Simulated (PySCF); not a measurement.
SCF from a fresh guess for triplet IrS₂⁺, at the PBE minimum. PySCF input:

```python
from pyscf import gto, scf, dft
mol = gto.M(atom='''
Ir    -0.000000    -0.000000    -0.278930
S      1.748040    -0.000000     0.836900
S     -1.748040     0.000000     0.836900''',
    basis={'Ir': 'def2-TZVP', 'S': 'def2-TZVP'},
    ecp={'Ir': 'def2-TZVP'},
    charge=1, spin=2)
mf = dft.UKS(mol, xc='PBE')
mf.grids.atom_grid = (50, 194)
aux = {'Ir': 'def2-universal-JKFIT', 'S': 'def2-universal-JKFIT'}
mf = mf.density_fit(auxbasis=aux)
mf.conv_tol = 1e-08
mf.diis_space = 10
mf.max_cycle = 60
mf.init_guess = 'minao'
mf.verbose = 4
mf.kernel()
```

Excerpt of the output (cycles alone):

```
init E= -883.504683843545
cycle= 1 E= -899.81327013938  delta_E= -16.3  |g|= 0.851  |ddm|= 6.64
cycle= 2 E= -893.219405205379  delta_E= 6.59  |g|=  3.1  |ddm|= 3.92
cycle= 3 E= -900.151487233491  delta_E= -6.93  |g|= 0.258  |ddm|= 3.63
cycle= 4 E= -900.172013078398  delta_E= -0.0205  |g|= 0.141  |ddm|= 0.155
cycle= 5 E= -900.18079096024  delta_E= -0.00878  |g|= 0.0278  |ddm|= 0.0993
cycle= 6 E= -900.18116535646  delta_E= -0.000374  |g|= 0.00707  |ddm|= 0.0276
cycle= 7 E= -900.181186594199  delta_E= -2.12e-05  |g|= 0.00242  |ddm|= 0.00645
cycle= 8 E= -900.181190533105  delta_E= -3.94e-06  |g|= 0.000453  |ddm|= 0.0032
cycle= 9 E= -900.181190816411  delta_E= -2.83e-07  |g|= 0.000136  |ddm|= 0.00123
cycle= 10 E= -900.181190850143  delta_E= -3.37e-08  |g|= 7.35e-05  |ddm|= 0.000458
cycle= 11 E= -900.181190854446  delta_E= -4.3e-09  |g|= 3.75e-05  |ddm|= 0.000131
Extra cycle  E= -900.181190830056  delta_E= 2.44e-08  |g|= 0.000235  |ddm|= 0.000165
converged SCF energy = -900.181190830056  <S^2> = 2.0090567  2S+1 = 3.0060317
```

No lower solution of this spin was found from smeared starts or by a stability analysis within the unrestricted form.

Open d and f shells are described by one determinant, and the ground state may have another occupation or spin. Spin–orbit coupling, left out here, can matter for elements this heavy.

The search for the lowest solution, 3 starts and the stability check together, took 28 s on 4 threads of a shared Intel Xeon @ 2.70GHz host, with 114 basis functions; the process peaked at 0.39 GiB. Launch command: `OMP_NUM_THREADS=4 python axn.py task.json out`.
